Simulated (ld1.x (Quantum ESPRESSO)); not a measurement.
# Reading a pseudo-wave (gadolinium)

Columns: radius, all-electron u(r) and pseudo u(r) of the 5s shell (level -52.74 eV) of gadolinium in the configuration [Kr] 4d10 4f7 5s2 5p6 5d1 6s1.5 6p0; revPBE, scalar-relativistic, ultrasoft scheme, ld1.x (Quantum ESPRESSO) 7.5.

```tsv
r (bohr)	all-electron	pseudo
0.163	0.3512	0.2642
0.325	-0.2680	0.5083
0.488	-0.5114	0.7188
0.650	-0.0143	0.8803
0.813	0.5424	0.9868
0.975	0.8866	1.0345
1.138	1.0198	1.0270
1.300	1.0066	0.9721
1.463	0.9124	0.8809
1.625	0.7844	0.7675
1.788	0.6498	0.6445
1.950	0.5253	0.5250
2.113	0.4163	0.4168
2.275	0.3259	0.3259
2.438	0.2520	0.2520
2.600	0.1936	0.1936
2.763	0.1476	0.1476
2.925	0.1122	0.1122
3.088	0.0848	0.0848
3.250	0.0640	0.0640
3.413	0.0481	0.0481
3.575	0.0361	0.0361
3.738	0.0270	0.0270
3.900	0.0202	0.0202
4.063	0.0150	0.0150
4.225	0.0112	0.0112
```

Q: How many radial nodes do the two functions have?

A: The all-electron 5s function has n − l − 1 = 4 (the table is too coarse to show those close to the nucleus); the pseudo-wave has 0, since the states of the same l below it are removed with the core.

Q: At about which radius was the pseudo-wave matched?

A: 2.35 bohr, where the columns begin to agree (steps of 0.16 bohr).

Q: Is the pseudo-wave norm-conserving?

A: No, it belongs to an ultrasoft set: the norm inside the radius is not constrained, and the difference is carried by the augmentation charge.
